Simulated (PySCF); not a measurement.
# Computed records: BH5NSi2

All values are calculated (PySCF 2.14.0). Calculation on a computer-drawn molecule: the log of a Hartree-Fock and frozen-core CCSD(T) single point meant for a local Hartree-Fock minimum, with one planted fault or none, to be diagnosed. Offsets are logged minus clean, where the clean run is the same molecule without the fault. The reference is restricted for singlets and unrestricted otherwise, and also for a bond in bohr or an excited solution. Adding or removing an electron swaps singlet and doublet. The excited solution moves the top pair (singlet) or top alpha electron (doublet) to the lowest empty orbital. Highest occupied and lowest empty are orbital energies over both spins, largest force is the largest gradient component, triples share is (T) over the correlation energy, the T1 limit is 0.02 restricted and 0.045 unrestricted, electrons count all cores, a negative frequency is imaginary (commonest isotopes), and the dipole is about the centre of nuclear charge.

```xyz
9
formula=BH5NSi2 meant_charge=1 meant_multiplicity=1 meant_basis=cc-pV(D+d)Z logged_electrons=43 logged_basis_functions=99 logged_SCF_converged=yes logged_spin_squared=0.7601 logged_highest_occupied=-21.654 logged_lowest_empty=-11.77 logged_largest_force=0.089362 logged_T1_diagnostic=0.017578 logged_D1_diagnostic=0.057038 logged_triples_share=0.027768 logged_CC_converged=yes logged_dipole_magnitude=3.3663 logged_SCF_stable_within_its_kind=yes logged_energy_HF=-659.14076 logged_energy_CCSD(T)=-659.56317 possible_faults=no_fault,one_electron_removed,one_electron_added,multiplicity_raised_by_two,geometry_at_a_saddle_point,SCF_held_on_an_excited_solution,minimal_basis_STO-3G,one_bond_length_entered_in_bohr,all_coordinates_scaled planted_fault=one_electron_removed HF_energy_offset_from_clean_run=308.2 CCSD(T)_energy_offset_from_clean_run=347.6
N     -2.2665     3.5909    -1.5334
B     -1.3918     3.0801    -0.8521
Si    -0.0964     1.9850     0.1904
Si    -1.0850    -0.1395    -0.3124
H     -2.9440     4.0749    -2.0698
H     -0.1839     2.1272     1.6495
H      1.2644     1.9285    -0.3587
H     -0.7483    -0.9293    -1.5044
H     -2.1747    -0.7336     0.4734
```

Units: logged_highest_occupied, logged_lowest_empty in eV; logged_largest_force in hartree/bohr; logged_dipole_magnitude in debye; logged_energy_HF, logged_energy_CCSD(T) in hartree; HF_energy_offset_from_clean_run, CCSD(T)_energy_offset_from_clean_run in kcal/mol.

Drawn bonds:
| atom | other atom | order |
| --- | --- | --- |
| 1 | 2 | 2 |
| 2 | 3 | 1 |
| 3 | 4 | 1 |
| 1 | 5 | 1 |
| 3 | 6 | 1 |
| 3 | 7 | 1 |
| 4 | 8 | 1 |
| 4 | 9 | 1 |
